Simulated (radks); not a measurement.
Question: Radial electron density D(r) = 4 pi r^2 rho(r) of an atom or ion with 29 electrons. All-electron calculation, non-relativistic Kohn-Sham, exchange-only B88, spin-polarised, spherical densities, point nucleus. Program: a radial shooting solver on a logarithmic mesh with Libxc functionals.

```
   r/bohr * D(r) (the largest magnitude, 43.4, reaches the edge; | marks zero)
 0.002102 |*
 0.002737 | *
 0.003592 |  *
 0.004677 |    *
 0.006091 |       *
 0.007931 |            *
  0.01033 |                 *
  0.01355 |                         *
  0.01765 |                                 *
  0.02298 |                                         *
  0.02993 |                                              *
  0.03897 |                                              *
  0.05115 |                                          *
   0.0666 |                                      *
  0.08672 |                                       *
   0.1129 |                                               *
   0.1482 |                                                      *
    0.193 |                                                  *
   0.2513 |                                   *
   0.3273 |                          *
   0.4261 |                             *
   0.5593 |                                 *
   0.7283 |                          *
   0.9484 |              *
    1.235 |      *
    1.608 |  *
    2.111 |*
    2.748 *
    3.579 *
     4.66 *
    6.068 *
```

What is the nuclear charge?

Answer: Z = 31. The innermost maximum, from 1s, lies near 1/Z = 0.0323 bohr (found: 0.0348), and its height grows with Z. The density is that of the gallium ion Ga2+ in [Ar] 3d10 4s1; the configuration itself is not fixed sharply by these data, and Z only to about a unit. D(r) has 3 maxima, at r = 0.0348, 0.156, 0.546 bohr, and minima at 0.0733, 0.346 bohr, inside which lie 2.09, 10.99 electrons.
